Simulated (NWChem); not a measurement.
A series in which one site is exchanged, each optimised at PBE0/def2-SVP with NWChem, gas phase unless a solvent is named. All stand in one matching conformer (torsions within 35°), which need not be the lowest. Low-valent species are run as closed-shell singlets; no triplet was tried in these runs. Some are not confirmed as minima by frequencies. def2 effective core potentials on Sn, Pb; no spin-orbit coupling.

A: [NH2][Pb][NH2] (PbN2H4; site = Pb)
B: [Sn]([NH2])[NH2] (SnN$_{2}$H$_{4}$; site = Sn)
C: N[Si]N (SiN2H4; site = Si)
D: [NH2][Ge][NH2] (GeN2H4; site = Ge)

**Question.** Rank them by dipole (D), PBE0/def2-SVP, lowest first.

**Answer.** A (0.21), B (0.89), D (1.81), C (2.43)
